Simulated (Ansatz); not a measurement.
```yaml
crystal:
  periodic: [false, false, false]
  atoms:
    - {symbol: C, position_ang: [-1.376636, 1.214166, 0.152272]}
    - {symbol: Ge, position_ang: [-0.281946, 0.060916, 1.284693]}
    - {symbol: Se, position_ang: [1.908994, -0.122500, 0.450894]}
    - {symbol: C, position_ang: [1.451584, -1.068935, -1.199424]}
    - {symbol: H, position_ang: [-1.443716, 0.802102, -0.855380]}
    - {symbol: H, position_ang: [-2.385003, 1.294407, 0.562844]}
    - {symbol: H, position_ang: [-0.931800, 2.207879, 0.097635]}
    - {symbol: H, position_ang: [-0.898929, -1.351848, 1.355928]}
    - {symbol: H, position_ang: [-0.136324, 0.642523, 2.701085]}
    - {symbol: H, position_ang: [2.393630, -1.292416, -1.697452]}
    - {symbol: H, position_ang: [0.934512, -1.999429, -0.971101]}
    - {symbol: H, position_ang: [0.842635, -0.441965, -1.847893]}
basis:
  gaussian: {orbitals: def2-SVPD}
hamiltonian: {xc: {name: wB97X-D}}
accuracy: high
```

```sh
$ ansatz run in.yaml --threads 2 --pin off --events-out ev --progress --plain --max-ram 20480MiB --backend cpu
```

(1) How does Ansatz answer? (An estimate is asked.)

Answers

(1) Computed: The input was rejected before any iteration.
```
Error: YAML parse error: error: line 18 column 19: hamiltonian.xc: no functional is named "wB97X-D"; the names, which are not case-sensitive, are SVWN5, SPW92, PBE, PBE0, PBEsol, revPBE, revPBE0, RPBE, rPW86-PBE, HSE06, wPBEh, LC-wPBE, HISS, HF, BLYP, B3LYP, B3LYP5, BHLYP, CAM-B3LYP, r2SCAN, r2SCANh, r2SCAN0, r2SCAN50, m-r2SCAN, B97, wB97, wB97X, wB97X-V, B97M-V, wB97M-V, B2PLYP, B2GP-PLYP, PBE0-DH, PBE-QIDH
16 | basis:
17 |   gaussian: {orbitals: def2-SVPD}
18 | hamiltonian: {xc: {name: wB97X-D}}
19 | accuracy: high
```

HSE06 is defined as in plane-wave codes.
